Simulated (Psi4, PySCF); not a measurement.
Input for Psi4:
```
memory 2 GB

molecule mol {
0 1
Cl   -0.000000   -0.000000   -1.746255
I     0.000000    0.000000    0.560119
}

set {
  basis def2-svp
  reference rks
  scf_type pk
  puream true
  d_convergence 1e-8
  dft_radial_points 99
  dft_spherical_points 590
}

energy('wb97x')
print_variables()
```

Question: Write the same job for PySCF.

Answer: This is not unique; one that fits is 
```python
from pyscf import gto, scf, dft

mol = gto.M(
    atom='''
Cl   -0.00000000   -0.00000000   -1.74625450
I     0.00000000    0.00000000    0.56011937
''',
    basis='def2-svp',
    ecp={'I': 'def2-svp'},
    verbose=3,
)

mf = dft.RKS(mol)
mf.xc = 'wb97x'
mf.grids.atom_grid = (99, 590)
mf.grids.prune = None
mf.kernel()
```

Both were run: Psi4 gave -757.786244 Eh and PySCF -757.785562 Eh, 0.682 mEh apart.
